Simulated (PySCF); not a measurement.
Electron correlation in Ge⁺ (germanium, charge +1)

[Ar] 3d10 4s2 4p1, 2P determinant. Computed with PySCF 2.14 in ANO-RCC-VTZP (6s5p3d1f, 43 functions), with the spin-free X2C one-electron Hamiltonian (Gaussian nucleus). Frozen: [Ne]; 21 electrons correlated.

```
  level  correlation energy (mhartree)
   CCSD                        -584.64
    (T)                          -6.70
CCSD(T)                        -591.34
```

Diagnostics: T1 = 0.0083, D1 = 0.0329, largest double amplitude 0.084.

Cost of the coupled-cluster step: of the order of 5 core-seconds, for 21 correlated electrons.

Iterations:

```
CC2 = 0
CCSD nocc = (np.int64(11), np.int64(10)), nmo = (38, 38)
frozen orbitals [[0, 1, 2, 3, 4], [0, 1, 2, 3, 4]]
max_cycle = 100
direct = 0
conv_tol = 1e-08
conv_tol_normt = 1e-06
diis_space = 8
diis_start_cycle = 0
Init t2, MP2 energy = -0.637662177809317
Init E_corr(UCCSD) = -0.63766217780951
cycle = 1  E_corr(UCCSD) = -0.562646438580928  dE = 0.0750157392  norm(t1,t2) = 0.0756557
cycle = 2  E_corr(UCCSD) = -0.587254316355881  dE = -0.0246078778  norm(t1,t2) = 0.0254084
cycle = 3  E_corr(UCCSD) = -0.583501454198208  dE = 0.00375286216  norm(t1,t2) = 0.0111055
cycle = 4  E_corr(UCCSD) = -0.5843969334501  dE = -0.000895479252  norm(t1,t2) = 0.00379378
cycle = 5  E_corr(UCCSD) = -0.584700761853293  dE = -0.000303828403  norm(t1,t2) = 0.000426299
cycle = 6  E_corr(UCCSD) = -0.584637840809737  dE = 6.29210436e-05  norm(t1,t2) = 0.00011882
cycle = 7  E_corr(UCCSD) = -0.584639704189484  dE = -1.86337975e-06  norm(t1,t2) = 1.40702e-05
cycle = 8  E_corr(UCCSD) = -0.584640539116696  dE = -8.34927211e-07  norm(t1,t2) = 3.18199e-06
cycle = 9  E_corr(UCCSD) = -0.584640523169587  dE = 1.59471082e-08  norm(t1,t2) = 8.02066e-07
cycle = 10  E_corr(UCCSD) = -0.584640483211676  dE = 3.99579113e-08  norm(t1,t2) = 1.95093e-07
cycle = 11  E_corr(UCCSD) = -0.584640488330093  dE = -5.11841658e-09  norm(t1,t2) = 5.35713e-08
UCCSD converged
E(UCCSD) = -2097.367470870836  E_corr = -0.5846404883300927
UCCSD(T) correction = -0.00669852334163711
```
